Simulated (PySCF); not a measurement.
Choosing a molecule for a target property.

Each SMILES stands for a single optimised conformer of the isolated species (atoms past krypton carry core potentials, spin–orbit coupling is left out). Electronic properties by PySCF.

The conformers computed, where there is a choice (atom-mapped SMILES and torsion angles):
- `[CH:1]#[C:2][B:3]([NH2:4])[NH:5][CH2:6][CH3:7]`: C2–B3–N5–C6 -3°, B3–N5–C6–C7 -108°, H–N4–B3–C2 -2°, H–N4–B3–C2 -179°
- `[CH3:1][O:2][C:3](=[O:4])[CH2:5][CH2:6][Cl:7]`: C1–O2–C3–O4 0°, O2–C3–C5–C6 -179°, C3–C5–C6–Cl7 180°

The conformers of `C=CB1NCCN1` aren't listed.

Question: Wanted: lowest singlet excitation above 5.4 eV (TDDFT wB97X-D/def2-SVPD) and HOMO energy below -10.4 eV (wB97X-D/def2-SVPD), at PBE0-D3(BJ)/def2-SVP geometries. Which candidate meets both?
A. `CCC[CH2][Sn]([Cl])([Cl])[Cl]`
B. `C1CNB(C=C)N1`
C. `[H][Al]([H])([H])<-[C-]#[O+]`
D. `C#CB(N)NCC`

Answer: A. Computed values:
```
                     species  lowest singlet excitation  HOMO energy
[H][Al]([H])([H])<-[C-]#[O+]                    5.19 eV    -10.19 eV
                C1CNB(C=C)N1                    5.54 eV     -8.09 eV
CCC[CH2][Sn]([Cl])([Cl])[Cl]                    5.80 eV    -10.54 eV
                  C#CB(N)NCC                    5.92 eV     -8.55 eV
```

Question: Wanted: static isotropic polarisability below 78 au (wB97X-D/def2-SVPD) and HOMO–LUMO gap above 11 eV (wB97X-D/def2-SVPD), at PBE0-D3(BJ)/def2-SVP geometries. Which candidate meets both?
A. `CCC[CH2][Sn]([Cl])([Cl])[Cl]`
B. `[H][Al]([H])([H])<-[C-]#[O+]`
C. `N1B(NCC1)C=C`
D. `C(C(OC)=O)CCl`
E. `C#CB(N)NCC`

Answer: D. Computed values:
| species | static isotropic polarisability | HOMO–LUMO gap |
| --- | --- | --- |
| [H][Al]([H])([H])<-[C-]#[O+] | 49.2 au | 9.70 eV |
| C(C(OC)=O)CCl | 70.2 au | 12.05 eV |
| N1B(NCC1)C=C | 76.6 au | 9.57 eV |
| C#CB(N)NCC | 78.9 au | 10.40 eV |
| CCC[CH2][Sn]([Cl])([Cl])[Cl] | 130.2 au | 9.86 eV |
